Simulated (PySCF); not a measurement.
## Ta²⁺: excitation energy

Ta²⁺ [Xe] 4f14 5d3 (4F) → Ta²⁺ [Xe] 4f14 5d2 6s1 (4F), as a difference of total energies. Calculation: PySCF 2.14, in ANO-RCC-VTZP; the spin-free X2C one-electron Hamiltonian (Gaussian nucleus). The calculations carry no spin-orbit coupling.

| method | excitation energy (cm⁻¹) |
| --- | --- |
| UHF | 6067.7 |
| r2SCAN0 | 5741.7 |
| PBEsol | 4137.2 |
| LC-wPBE | 6305.6 |

The basis was made for the ground configuration and has no added diffuse functions, so the excitation energy can come out too high.
